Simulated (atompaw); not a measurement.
## Cutoff test, strontium (Sr), PAW (atompaw)

strontium (Sr), PAW, made with atompaw 4.2.0.5 (PBE, scalar-relativistic). Core [Ar] 3d10, reference 4s2 4p6 4d0 5s0 5p0 (charge +2). Waves: 4s (bound): rc 2.50 bohr; 5s (bound, empty): rc 3.00 bohr; 4p (bound): rc 2.45 bohr; 5p (bound, empty): rc 3.00 bohr; 4d (bound, empty): rc 3.00 bohr; 4d channel at 2.6 Ry: rc 3.00 bohr. Local part: troulliermartins scheme with l = 3 at 1 Ry, radius 2.90 bohr. Core correction: smooth core density matched at 1.65 bohr. Augmentation charge: gaussian compensation charge, radius 2.20 bohr; PAW radius 3.00 bohr; waves and projectors: custom rrkj gramschmidtortho.

The pseudo-atom Hamiltonian at the reference potential is diagonalised in spherical Bessel functions j_l(qr) that vanish at 20 bohr, with q² up to the cutoff. All-electron valence levels (Ry): 4s -4.0222, 5s -0.9992, 4p -2.6839, 5p -0.7209, 4d -0.9768.

Task: How do the lowest levels (Ry) of each channel move with the cutoff, and are there ghosts?

Result:

| cutoff (Ry) | s #1 | s #2 | s #3 | p #1 | p #2 | d #1 | d #2 | f #1 | Σ f·Δε (mRy) |
| --- | --- | --- | --- | --- | --- | --- | --- | --- | --- |
| 8 | -4.0204 | -0.9992 | -0.4135 | -2.6070 | -0.7207 | -0.9643 | -0.3729 | -0.2799 | 465.5 |
| 10 | -4.0218 | -0.9992 | -0.4135 | -2.6693 | -0.7208 | -0.9756 | -0.3734 | -0.2805 | 88.7 |
| 15 | -4.0220 | -0.9992 | -0.4136 | -2.6836 | -0.7209 | -0.9766 | -0.3736 | -0.2815 | 2.5 |
| 18 | -4.0222 | -0.9992 | -0.4136 | -2.6836 | -0.7209 | -0.9768 | -0.3737 | -0.2817 | 1.9 |
| 25 | -4.0222 | -0.9993 | -0.4136 | -2.6839 | -0.7209 | -0.9768 | -0.3738 | -0.2819 | 0.3 |
| 30 | -4.0222 | -0.9993 | -0.4136 | -2.6839 | -0.7209 | -0.9768 | -0.3738 | -0.2819 | 0.2 |
| 400 | -4.0222 | -0.9993 | -0.4136 | -2.6839 | -0.7209 | -0.9768 | -0.3738 | -0.2819 | 0.0 |

Result: no extra level below or beside the all-electron valence levels (s, p, d, f tested); 10 mRy is reached at 15 Ry and 1 mRy at 21 Ry.
